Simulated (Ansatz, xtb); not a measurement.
## Two isomers of C2H4AlF

Structure a: `[F][Al]1[CH2][CH2]1`, a singlet. Structure b: `C=[CH][AlH][F]`, a singlet. Both are isolated molecules in the gas phase, relaxed with B3LYP-D3(BJ)/def2-SVP; the shapes shown needn't be the lowest conformers.

a (Å):

```json
{"atom": "C", "x (Å)": "-2.1849", "y (Å)": "-0.7904", "z (Å)": "0.7088"}
{"atom": "C", "x (Å)": "-0.7725", "y (Å)": "-0.0278", "z (Å)": "1.0315"}
{"atom": "Al", "x (Å)": "-1.5508", "y (Å)": "0.3679", "z (Å)": "-0.6503"}
{"atom": "F", "x (Å)": "-1.6205", "y (Å)": "1.1221", "z (Å)": "-2.1260"}
{"atom": "H", "x (Å)": "-2.0980", "y (Å)": "-1.8854", "z (Å)": "0.6559"}
{"atom": "H", "x (Å)": "-3.0021", "y (Å)": "-0.5225", "z (Å)": "1.3942"}
{"atom": "H", "x (Å)": "0.0832", "y (Å)": "-0.7080", "z (Å)": "1.1522"}
{"atom": "H", "x (Å)": "-0.8208", "y (Å)": "0.6534", "z (Å)": "1.8934"}
```

b (Å):

```xyz
8

C    -0.6430    0.3172    3.7543
C    -0.1183   -0.3487    2.7088
Al   -1.0812   -1.7947    1.8556
F    -2.5841   -2.1554    2.4934
H    -0.1184    1.1406    4.2568
H    -1.6307    0.0694    4.1619
H     0.8778   -0.0317    2.3673
H    -0.5955   -2.6590    0.6309
```

Quicker runs give these differences E(b) − E(a): GFN2-xTB −141.6 kJ/mol; HF/STO-3G −132.8 kJ/mol (at GFN2-xTB geometries); r2SCAN-D4/def2-SVP −91.4 kJ/mol (at GFN2-xTB geometries).

Estimate E(b) − E(a) at the level CCSD(T)/def2-TZVP.

Calculated at CCSD(T)/def2-TZVP: E(b) − E(a) = −104.2 kJ/mol, so structure b lies lower.

The same difference at several levels:

```tsv
level	geometry	E(b) − E(a) (kJ/mol)	departure from the last row (kJ/mol)	job, with rough time for the two
GFN2-xTB	GFN2-xTB	−141.6	−37.4	optimisation, 0.16 s
HF/STO-3G	GFN2-xTB	−132.8	−28.6	single point, 0.28 s
r2SCAN-D4/def2-SVP	GFN2-xTB	−91.4	+12.8	single point, 2 s
B3LYP-D3(BJ)/def2-SVP	B3LYP-D3(BJ)/def2-SVP	−111.4	−7.1	optimisation, 17 s
HF/def2-TZVP	B3LYP-D3(BJ)/def2-SVP	−139.0	−34.8	part of the CCSD(T) run
MP2/def2-TZVP	B3LYP-D3(BJ)/def2-SVP	−94.9	+9.3	part of the CCSD(T) run
CCSD(T)/def2-TZVP	B3LYP-D3(BJ)/def2-SVP	−104.2		single point, 32 s
```

As drawn, b has 1 C=C, 1 Al–H in place of 1 C–Al, 1 C–C, 1 C–H. Structure a has a 3-membered ring, b no ring.

None of the levels shown reverses the order. The largest departure from CCSD(T)/def2-TZVP is that of GFN2-xTB, 37.4 kJ/mol.

With harmonic frequencies from B3LYP-D3(BJ)/def2-SVP (ideal gas, rigid rotor, one conformer each, 298.15 K, 1 atm): on the last row, ΔE + ΔZPE = −109.6, ΔH = −109.0, ΔG = −113.1 kJ/mol.

The correlated steps freeze 8 core orbitals. Codes used: Ansatz 0.2.0, xtb 6.7.1; the last row on 2 threads of Intel(R) Xeon(R) Platinum 8259CL CPU @ 2.50GHz (Skylake/Cascade Lake) on a shared host.
